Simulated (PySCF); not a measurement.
Gas-phase reaction: 2 GaCl2NH2 + Ga2H6 + 4 Cl → 4 GaHCl2 + 2 NH3

Method: PySCF energies plus ideal-gas RRHO corrections (1 bar). † marks an energy on the PBE0/def2-TZVP geometry and frequencies; other levels use their own. CCSD(T) freezes the core. 6-31G* has spherical d functions here. Open shells (unrestricted): Cl (multiplicity 2, electronic degeneracy 6); the rest are closed-shell singlets. Spin-orbit splitting is ignored; it lowers the true energy and changes the entropy of Cl. B3LYP is the form with VWN-RPA correlation. Ga: all electrons, no relativistic terms. GaCl2NH2, Ga2H6, GaHCl2: computed as isolated molecules; such fragments, hydroxides, amides, oligomers or adducts are transient or little studied in the gas. CCSD(T) isn't extrapolated to the basis-set limit; its ΔH°(298 K) is -1028.8 kJ in def2-SVP and -1078.7 kJ in def2-TZVPP. The harmonic model lacks anharmonicity and excited electronic states, which grow with temperature; levels with a mode under 35 cm⁻¹ are left out. Soft modes under 120 cm⁻¹ make the harmonic entropy rough for GaCl2NH2. Warning, point group unlike the PBE0 one: GaCl2NH2 (PBE/def2-SVP).

| level | ΔE electronic, kJ | ΔH°(298 K), kJ | ΔS°(298 K), J/K | ΔG°(1800 K), kJ |
|---|---|---|---|---|
| B3LYP/def2-TZVP† | -1123 | -1106 | -81 | -895 |
| CCSD(T)/def2-SVP† | -1045 | -1029 | -81 | -818 |
| HF/6-31G* | -875 | -853 | -59 | -680 |
| HF/def2-TZVP† | -913 | -897 | -81 | -686 |
| PBE/def2-SVP | -1156 | -1141 | -73 | -943 |
| PBE/def2-TZVP† | -1171 | -1155 | -81 | -944 |
| LDA/def2-TZVP† | -1262 | -1245 | -81 | -1034 |
ΔH° is lowest at LDA/def2-TZVP† and highest at HF/6-31G*. No reference value is set beside these.
